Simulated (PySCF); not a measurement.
CI2, SMILES I[C]I (connectivity only; charge and spin as stated), neutral, multiplicity 1.

Geometry: B3LYP-D3(BJ)/def2-TZVP. The def2 effective core potentials stand for the cores of I; spin–orbit coupling is left out.

Two levels are set side by side: TDA-PBE/def2-SVPD (PySCF) and TDA-CAM-B3LYP/def2-SVPD (PySCF). Vertical, same geometry. The lowest singlet is HOMO→LUMO 98 % with PBE and HOMO→LUMO 98 % with the other functional; states are paired by order. Differences are taken from unrounded values.

| quantity | TDA-CAM-B3LYP | TDA-PBE | TDA-PBE minus TDA-CAM-B3LYP |
|---|---|---|---|
| lowest singlet excitation (eV) | 1.66 | 1.72 | 0.06 |
| lowest triplet excitation (TDA) (eV) | 0.46 | 0.75 | 0.29 |
| first bright state (f over 0.05) (eV) | 3.74 | 3.39 | -0.35 |
| its oscillator strength | 0.09 | 0.05 | -0.03 |

Rough cost on one machine, each run with all the roots and properties that it gave: TDA-CAM-B3LYP against TDA-PBE about 2 times.
